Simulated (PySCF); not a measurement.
Predicted microwave data (PBE0/def2-SVPD in PySCF (dipole) on a GFN2-xTB geometry, gas phase) for one isomer of C7H4FNO:

```
Rotational constants : A = 2989, B = 987.9, C = 742.5 MHz
Dipole components    : |μa| = 2.81 D, |μb| = 1.60 D, |μc| = 0.00 D
Inertial defect      : 0.00 u·Å²
κ                    : -0.78
```

Task: Which candidate fits, each taken in the one conformer that was computed?
A. `C#Cc1cc[n+]([O-])cc1F`
B. `[O:1]=[C:2]=[N:3][c:4]1[cH:5][cH:6][cH:7][cH:8][c:9]1[F:10]` with C2–N3–C4–C5 180°
C. `[N:1]#[C:2][c:3]1[cH:4][cH:5][cH:6][c:7]([OH:8])[c:9]1[F:10]` with C6–C7–O8–H 180°

Result: A. It is C#Cc1cc[n+]([O-])cc1F, an asymmetric top, point group Cs. The candidates at the same level (rigid rotor, commonest isotopes):

```tsv
SMILES	A (MHz)	B (MHz)	C (MHz)	μa (D)	μb (D)	μc (D)	Δ (u·Å²)	point group	rotor
C#Cc1cc[n+]([O-])cc1F	2989	987.9	742.5	2.81	1.60	0.00	0.00	Cs	asymmetric top
O=C=Nc1ccccc1F	3137	944.7	726.1	3.28	0.70	0.00	0.00	Cs	asymmetric top
N#Cc1cccc(O)c1F	2263	1216	791.0	3.85	1.60	0.00	0.00	Cs	asymmetric top
```

`N#Cc1cccc(O)c1F` has A 24 % too low; `O=C=Nc1ccccc1F` has A 5 % too high. In the right answer the mirror of this Cs structure is the ab plane, so μc vanishes by symmetry. No structure here is proved a minimum.
